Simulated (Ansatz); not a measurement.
Ansatz (a program for electronic structure) input (B3LYP-D3(BJ)/def2-TZVP):

Ansatz 0.2 input:
```yaml
crystal:
  periodic: [false, false, false]
  atoms:
    - {symbol: Ge, position_ang: [-0.64874513, -0.41261569, -0.24072655]}
    - {symbol: O, position_ang: [1.02886277, -0.37072835, -0.62109457]}
    - {symbol: Cl, position_ang: [-1.19480945, 1.64594644, -0.10742990]}
    - {symbol: H, position_ang: [-0.84485164, -1.01090862, 1.14149394]}
    - {symbol: H, position_ang: [1.62615606, 0.19427036, -0.13827831]}
basis:
  gaussian:
    orbitals: def2-TZVP
hamiltonian:
  xc: b3lyp
  dispersion: d3bj
total_charge: -1
relax: {f_tol: 0.002, max_steps: 150}
```

Output:

```
Functional definition: B3LYP
integrals: 0.05 GiB planned
891 factors; their error is unknown
mean field: 0.48 GiB planned
mean field evaluation 1: about -71123.6233 eV, gradient 3.2e1 eV
mean field evaluation 2: about -71121.7775 eV, gradient 4.9e1 eV
mean field evaluation 4: about -71125.2628 eV, gradient 1.6e0 eV
mean field evaluation 8: about -71125.5128 eV, gradient 2.2e-2 eV
mean field -71125.51275095 eV, -2613.8143829934 hartree, gradient 5.7e-5 eV, S^2 0.000000; 0 other end points of the search recorded, 0 dependent functions left out
the calculation of the forces begins
reference -71125.51297196 eV, -2613.8143911153 hartree; 30, 30 occupied and 98, 98 virtual orbitals, 891 factors
relax step   1: F+E_penalty+E_count = -71125.69013581 eV  Δ(F+E_penalty+E_count) = +0.000e0 eV  max|allowed force component| = 3.785e0 eV/Å  Δτ_max = 0.0000 Å  (26 SCF iters, accepted)
these checks for a lower state are left out or cut short: starts, cluster_reference, orbital_swaps, neighbouring_geometries, increment
integrals: 0.05 GiB planned
891 factors; their error is unknown
mean field: 0.48 GiB planned
mean field evaluation 16: about -71125.9216 eV, gradient 1.4e1 eV
mean field -71126.47390795 eV, -2613.8497048617 hartree, gradient 8.8e-6 eV, S^2 0.000000; 0 other end points of the search recorded, 0 dependent functions left out
the calculation of the forces begins
reference -71126.47412351 eV, -2613.8497127833 hartree; 30, 30 occupied and 98, 98 virtual orbitals, 891 factors
relax step   2: F+E_penalty+E_count = -71126.65109861 eV  Δ(F+E_penalty+E_count) = -9.610e-1 eV  max|allowed force component| = 1.737e0 eV/Å  Δτ_max = 0.1945 Å  (36 SCF iters, accepted)
these checks for a lower state are left out or cut short: starts, cluster_reference, orbital_swaps, neighbouring_geometries, increment
integrals: 0.05 GiB planned
891 factors; their error is unknown
mean field: 0.48 GiB planned
mean field -71126.62475584 eV, -2613.8552484194 hartree, gradient 1.5e-5 eV, S^2 0.000000; 0 other end points of the search recorded, 0 dependent functions left out
the calculation of the forces begins
reference -71126.62496741 eV, -2613.8552561944 hartree; 30, 30 occupied and 98, 98 virtual orbitals, 891 factors
relax step   3: F+E_penalty+E_count = -71126.80138565 eV  Δ(F+E_penalty+E_count) = -1.503e-1 eV  max|allowed force component| = 8.509e-1 eV/Å  Δτ_max = 0.0902 Å  (29 SCF iters, accepted)
these checks for a lower state are left out or cut short: starts, cluster_reference, orbital_swaps, neighbouring_geometries, increment
integrals: 0.05 GiB planned
891 factors; their error is unknown
mean field: 0.47 GiB planned
mean field evaluation 32: about -71126.4195 eV, gradient 8.7e-2 eV
mean field -71126.66825762 eV, -2613.8568470803 hartree, gradient 1.5e-5 eV, S^2 0.000000; 0 other end points of the search recorded, 0 dependent functions left out
the calculation of the forces begins
reference -71126.66846884 eV, -2613.8568548423 hartree; 30, 30 occupied and 98, 98 virtual orbitals, 891 factors
relax step   4: F+E_penalty+E_count = -71126.84255455 eV  Δ(F+E_penalty+E_count) = -4.117e-2 eV  max|allowed force component| = 4.819e-1 eV/Å  Δτ_max = 0.0820 Å  (30 SCF iters, accepted)
these checks for a lower state are left out or cut short: starts, cluster_reference, orbital_swaps, neighbouring_geometries, increment
integrals: 0.05 GiB planned
891 factors; their error is unknown
mean field: 0.47 GiB planned
mean field -71126.68307299 eV, -2613.8573915350 hartree, gradient 1.0e-5 eV, S^2 0.000000; 0 other end points of the search recorded, 0 dependent functions left out
the calculation of the forces begins
reference -71126.68328341 eV, -2613.8573992678 hartree; 30, 30 occupied and 98, 98 virtual orbitals, 891 factors
relax step   5: F+E_penalty+E_count = -71126.85803656 eV  Δ(F+E_penalty+E_count) = -1.548e-2 eV  max|allowed force component| = 1.971e-1 eV/Å  Δτ_max = 0.0583 Å  (30 SCF iters, accepted)
these checks for a lower state are left out or cut short: starts, cluster_reference, orbital_swaps, neighbouring_geometries, increment
integrals: 0.05 GiB planned
891 factors; their error is unknown
mean field: 0.48 GiB planned
mean field -71126.68639594 eV, -2613.8575136512 hartree, gradient 1.1e-5 eV, S^2 0.000000; 0 other end points of the search recorded, 0 dependent functions left out
the calculation of the forces begins
reference -71126.68660588 eV, -2613.8575213663 hartree; 30, 30 occupied and 98, 98 virtual orbitals, 891 factors
relax step   6: F+E_penalty+E_count = -71126.86214612 eV  Δ(F+E_penalty+E_count) = -4.110e-3 eV  max|allowed force component| = 9.788e-2 eV/Å  Δτ_max = 0.0560 Å  (30 SCF iters, accepted)
these checks for a lower state are left out or cut short: starts, cluster_reference, orbital_swaps, neighbouring_geometries, increment
integrals: 0.05 GiB planned
891 factors; their error is unknown
mean field: 0.48 GiB planned
mean field -71126.68683688 eV, -2613.8575298554 hartree, gradient 1.1e-5 eV, S^2 0.000000; 0 other end points of the search recorded, 0 dependent functions left out
the calculation of the forces begins
reference -71126.68704685 eV, -2613.8575375717 hartree; 30, 30 occupied and 98, 98 virtual orbitals, 891 factors
relax step   7: F+E_penalty+E_count = -71126.86249132 eV  Δ(F+E_penalty+E_count) = -3.452e-4 eV  max|allowed force component| = 1.050e-2 eV/Å  Δτ_max = 0.0080 Å  (30 SCF iters, accepted)
these checks for a lower state are left out or cut short: starts, cluster_reference, orbital_swaps, neighbouring_geometries, increment
integrals: 0.05 GiB planned
891 factors; their error is unknown
mean field: 0.47 GiB planned
mean field evaluation 64: about -71126.6868 eV, gradient 1.0e-5 eV
mean field -71126.68684692 eV, -2613.8575302245 hartree, gradient 1.0e-5 eV, S^2 0.000000; 0 other end points of the search recorded, 0 dependent functions left out
the calculation of the forces begins
reference -71126.68705690 eV, -2613.8575379411 hartree; 30, 30 occupied and 98, 98 virtual orbitals, 891 factors
relax step   8: F+E_penalty+E_count = -71126.86250464 eV  Δ(F+E_penalty+E_count) = -1.332e-5 eV  max|allowed force component| = 2.463e-3 eV/Å  Δτ_max = 0.0026 Å  (32 SCF iters, accepted)
these checks for a lower state are left out or cut short: starts, cluster_reference, orbital_swaps, neighbouring_geometries, increment
integrals: 0.05 GiB planned
891 factors; their error is unknown
mean field: 0.48 GiB planned
mean field -71126.68685374 eV, -2613.8575304749 hartree, gradient 7.7e-6 eV, S^2 0.000000; 0 other end points of the search recorded, 0 dependent functions left out
the calculation of the forces begins
reference -71126.68706372 eV, -2613.8575381915 hartree; 30, 30 occupied and 98, 98 virtual orbitals, 891 factors
relax step   9: F+E_penalty+E_count = -71126.86250514 eV  Δ(F+E_penalty+E_count) = -5.056e-7 eV  max|allowed force component| = 1.452e-3 eV/Å  Δτ_max = 0.0006 Å  (21 SCF iters, accepted)
integrals: 0.05 GiB planned
891 factors; their error is unknown
mean field: 0.48 GiB planned
mean field -71126.68685374 eV, -2613.8575304749 hartree, gradient 7.8e-6 eV, S^2 0.000000; 1 other end points of the search recorded, 0 dependent functions left out
the calculation of the forces begins
reference -71126.68706372 eV, -2613.8575381915 hartree; 30, 30 occupied and 98, 98 virtual orbitals, 891 factors
Total energy: -71126.86271513 eV, -2613.8639932617 hartree
Atom 0 at    -0.731826    -0.578643    -0.444824 Å, force     0.001390     0.000840     0.001452 eV/Å
Atom 1 at     1.116009    -0.380710    -0.703963 Å, force     0.000240    -0.000422    -0.000913 eV/Å
Atom 2 at    -1.258434     1.756409    -0.035712 Å, force    -0.000508     0.000016    -0.000135 eV/Å
Atom 3 at    -0.642605    -0.847904     1.172312 Å, force    -0.000710    -0.000246    -0.000419 eV/Å
Atom 4 at     1.483468     0.096811     0.046152 Å, force    -0.000413    -0.000188     0.000015 eV/Å
Dipole moment:     0.057436    -0.257302     0.045655 e Å
```

It need not be the lowest isomer of its formula. Whether it binds its extra electron was not tested at this geometry.
